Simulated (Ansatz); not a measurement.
Z-matrix (Å, degrees):
```
Al
F 1 1.651
Zn 1 2.853 2 93.1
Cl 1 2.101 2 116.7 3 98.2
H 1 1.570 2 119.6 3 -100.9
```

Charge 0, multiplicity 1. The bonds changed during the relaxation, so this is another structure than the one it started from.

List the PBE0/def2-TZVPP orbital energies in eV (the Gaussian-basis code of Ansatz). (Estimate.)

The calculation gave: Occupied: -9459.48, -2767.00, -1528.62, -1152.91, -1015.23, -1015.23, -1015.23, -672.85, -258.86, -197.10, -197.03, -197.01, -133.63, -114.42, -89.40, -89.38, -89.38, -74.51, -74.40, -74.34, -31.84, -22.50, -14.70, -14.65, -14.65, -14.63, -14.63, -13.11, -11.53, -11.53, -11.21, -9.56, -9.46, -9.04, -7.57. Lowest empty: -2.31, -1.22, -1.14, 0.32, 1.49, 1.60, 3.03, 3.35.
